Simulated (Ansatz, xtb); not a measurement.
The molecule FeSb, multiplicity 6 (lowest of 2S+1 = 2, 4, 6, 8 at PBE0/def2-TZVPP; our sources give no spin for the ground state, which may be another). No spin–orbit coupling. Fe is treated without relativity.

Seven points along R, fitted to fifth degree in 1/R; most abundant isotopes. Runs in def2 and cc sets follow the lowest solution found near the PBE0 minimum.

Codes used: Ansatz (a first-principles code); xtb for the GFN methods. Values without a source in brackets are computed. In def2 rows elements past Kr take small-core potentials, without spin–orbit coupling. The GFN methods have no spin term and hold the electronic entropy of 300 K.

Q: What bond length and harmonic frequency does GFN2-xTB give?

A: r_e = 2.435 Å, ω_e = 181 cm⁻¹.

Q: What bond length and harmonic frequency does SVWN5/def2-TZVPP give?

A: r_e = 2.336 Å, ω_e = 299 cm⁻¹.

Q: What bond length and harmonic frequency does r2SCAN/def2-TZVPP give?

A: r_e = 2.402 Å, ω_e = 258 cm⁻¹.
